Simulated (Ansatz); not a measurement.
Molecule: C3H5O2, net charge 0, doublet state. It need not be the lowest isomer of its formula. 
Geometry from a B3LYP-D3(BJ)/def2-TZVP (Ansatz, a program for electronic structure) optimisation:
```xyz
10

C     -1.8755    -0.3478     0.0199
O     -0.7943     0.4662     0.1589
C      0.4568    -0.0642    -0.0414
C      1.5059     0.9880     0.1578
O      0.6379    -1.2132    -0.3333
H     -2.8182     0.1393     0.1923
H     -1.7233    -1.3804    -0.2419
H      1.4391     1.3948     1.1679
H      1.3434     1.8130    -0.5373
H      2.4879     0.5534    -0.0039
```
Charge 0, spin multiplicity 2.

Computed values are from Ansatz. Correlated levels leave the core frozen unless marked. UHF or UKS for open shells. Spin-orbit coupling is left out. Non-relativistic. CBS marks a two-point X^-3 extrapolation of the correlation energy; Hartree-Fock from the larger set. The bracket is a focal-point correction in the basis named.

**Question.** What is the atomisation energy De at RI-MP2/CBS(cc-pVTZ,cc-pVQZ)+[CCSD(T)-MP2]/cc-pVTZ?

**Answer.** 978.9 kcal/mol.

**Question.** What is the dipole moment at CCSD(T)/aug-cc-pVDZ?

**Answer.** 1.91 D.

**Question.** What is the total energy at RI-MP2/CBS(cc-pVTZ,cc-pVQZ)+[CCSD(T)-MP2]/cc-pVTZ?

**Answer.** -267.4426 Eh.

**Question.** What is the T1 diagnostic at CCSD/cc-pVTZ?

**Answer.** 0.017.
